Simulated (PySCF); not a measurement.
FH₆N₃Si, SMILES N[Si](F)(N)N.

Geometry: PBE0-D3(BJ)/def2-SVP. One conformer was computed; it need not be the lowest.

These are HF/def2-TZVP run with PySCF values and carry that method's errors.

Symmetry labels are those of the subgroup Cs that the program uses (full group Cs).

**Question.** List the valence orbital energies around the gap with their symmetry. (An estimate is asked for; the answer gives what the named calculation found.)

**Answer.** 
```csv
orbital,symmetry,energy (eV)
HOMO−7,A',-17.32
HOMO−6,A",-16.81
HOMO−5,A',-16.80
HOMO−4,A",-15.30
HOMO−3,A',-15.09
HOMO−2,A',-12.07
HOMO−1,A',-11.38
HOMO,A",-10.69
LUMO,A',3.32
LUMO+1,A",4.39
LUMO+2,A',4.41
LUMO+3,A',5.04
```
